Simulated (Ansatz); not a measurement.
Program: Ansatz. Geometries: PBE0-D4/def2-TZVP. ΔE: electronic, gas phase. CCSD(T)/CBS adds triple-zeta CCSD(T) − MP2 to the extrapolated MP2 energy (def2 sets, frozen cores). This one scheme is used for every species. For Ge outer-core shells are correlated without core-valence functions, which leaves a few kJ/mol of doubt a bond. Scalar relativity is left out up to krypton. Each species was taken in one conformer, which may not be the lowest.

Reaction (ligand exchange at a Ge–O bond): `FB[O][GeH3]` + `OC(O)O` → `OC(O)[O][GeH3]` + `OBF`

| species | MP2/def2-QZVPP energy (Eh) |
| --- | --- |
| `FB[O][GeH3]` | -2278.10872 |
| `OC(O)O` | -265.88110 |
| `OC(O)[O][GeH3]` | -2342.98483 |
| `OBF` | -201.00615 |

**Question.** Work out ΔE.

**Answer.** ΔE = (-2342.98483) + (-201.00615) − (-2278.10872) − (-265.88110) = -0.00116 Eh = -0.7 kcal/mol. CCSD(T)/CBS gives -0.6 kcal/mol.

Largest T1 diagnostic among the species: 0.013.

In def2-TZVPP, CCSD(T) changes the Hartree–Fock value by −1.4 kcal/mol (the triples alone add −0.3 kcal/mol) and MP2 by −1.7 kcal/mol. The D4 term adds −0.9 kcal/mol with B3LYP and −0.5 kcal/mol with PBE0; it sums over pairs of atoms, weighted by their polarisabilities, and B3LYP, whose exchange is more repulsive, gets the larger term.

B3LYP here is the variant with VWN-RPA as its local correlation; programs differ in this.
